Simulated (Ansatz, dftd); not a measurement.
Species: GeNH₄, charge 0, doublet. GeNH4 (SMILES [NH][GeH3], doublet).
B3LYP-D3(BJ)/def2-TZVP minimum from Ansatz (a quantum-chemistry and plane-wave program):
```
Ge
H 1 1.5335
H 1 1.5429 2 110.50
H 1 1.5429 2 110.50 3 -121.12
N 1 1.8804 2 107.39 4 -119.44
H 5 1.0272 1 108.09 2 180.00
```
Charge 0, spin multiplicity 2.

Property: atomisation energy (electronic, to ground-state atoms), in kJ/mol. UHF or UKS for unpaired electrons; spin-orbit terms are left out. Correlated methods leave the cores frozen (noble-gas shells, and filled d and f shells in the p block). No relativity. CBS(X,Y): correlation extrapolated as X^-3, Hartree-Fock from the larger set. A bracket is a step between two methods taken in the basis named. Double hybrids freeze cores in their MP2 part. For partners of very few electrons the exact lower level stands in for a higher one.

| level | program | atomisation energy (kJ/mol) |
|---|---|---|
| PBE-D3(BJ)/def2-TZVPD | Ansatz + dftd3 | 1536.1 |
| r2SCAN-D3(BJ)/def2-TZVPD | Ansatz + dftd3 | 1530.6 |
| r2SCAN-D4/def2-TZVPD | Ansatz + dftd4 | 1530.2 |
| PBE0-D3(BJ)/def2-TZVPD | Ansatz + dftd3 | ___ |
| PBE0/def2-TZVPD | Ansatz | 1503.5 |
| CAM-B3LYP/def2-TZVPD | Ansatz | 1535.9 |
| B2GP-PLYP/def2-TZVPD | Ansatz | 1485.8 |
| CCSDT(Q)/cc-pVDZ | Ansatz | ___ |
| CCSD(T)/CBS(cc-pVTZ,cc-pVQZ) + [CCSDT(Q) - CCSD(T)]/cc-pVDZ | Ansatz | ___ |
| CCSD(T)/CBS(cc-pVTZ,cc-pVQZ) + [CCSDT(Q) - CCSD(T)]/cc-pVTZ | Ansatz | ___ |

Fill in the missing entries.


- PBE0-D3(BJ)/def2-TZVPD, atomisation energy (kJ/mol): 1510.0
- CCSDT(Q)/cc-pVDZ, atomisation energy (kJ/mol): 1365.9
- CCSD(T)/CBS(cc-pVTZ,cc-pVQZ) + [CCSDT(Q) - CCSD(T)]/cc-pVDZ, atomisation energy (kJ/mol): 1521.0
- CCSD(T)/CBS(cc-pVTZ,cc-pVQZ) + [CCSDT(Q) - CCSD(T)]/cc-pVTZ, atomisation energy (kJ/mol): 1520.1
